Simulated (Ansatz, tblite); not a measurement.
Cost and result up the ladder for the cluster Ga₂As₃ (5 atoms). The state is a doublet with charge 0. Geometry: r2SCAN-D4/def2-SVP.

Cartesian coordinates in Å:
```
Ga 0.0667 1.5380 0.8150
Ga 0.3486 1.0104 -1.5957
As 1.1917 -1.0383 -0.2422
As -0.3218 -0.7676 1.6177
As -1.2851 -0.7425 -0.5948
```

Ansatz on 4 threads of Intel Xeon on a shared host; xTB runs through tblite on one thread. Times are rough, summed over both states, and most runs start from the orbitals of an earlier one. PBE0-D4/def2-TZVP serves as the yardstick here, not as an exact answer. The other state is a quartet at its own geometry, which has other bonds, so the gap mixes isomer and spin.

The xTB rows come from tblite. LC-ωPBE has ω = 0.4 bohr⁻¹. Correlated methods freeze 45 core orbitals; core or outer-core shells of Ga, As are correlated, in sets that lack core-valence functions. The structure comes from a short search, and lower isomers may exist.

Run but left out: HF/STO-3G (doublet: ⟨S²⟩ 1.81, where a pure state has 0.75).

Correlated methods converge slowly with the basis.

xTB has no spin-polarisation term.

| level | functions | wall time |
| --- | --- | --- |
| GFN1-xTB | 45 | 0.028 s |
| GFN2-xTB | 45 | 0.034 s |
| PBE-D4/def2-TZVP | 240 | 29 s |
| LC-ωPBE/def2-TZVP | 240 | 55 s |
| r2SCAN-D4/def2-TZVP | 240 | 66 s |
| PBE0-D4/def2-TZVP (with forces) | 240 | 81 s |
| HF/def2-TZVP | 240 | 1.7 min |
| MP2/def2-TZVP | 240 | 1.9 min |

Question: Estimate what each level gives for the quartet − doublet (eV).

Answer: 
| level | quartet − doublet (eV) | difference from PBE0-D4/def2-TZVP (eV) |
| --- | --- | --- |
| GFN1-xTB | 2.42 | 0.98 |
| GFN2-xTB | 1.92 | 0.47 |
| PBE-D4/def2-TZVP | 1.51 | 0.06 |
| LC-ωPBE/def2-TZVP | 1.32 | -0.12 |
| r2SCAN-D4/def2-TZVP | 1.52 | 0.08 |
| PBE0-D4/def2-TZVP (with forces) | 1.45 | 0.00 |
| HF/def2-TZVP | 0.61 | -0.83 |
| MP2/def2-TZVP | 1.93 | 0.49 |
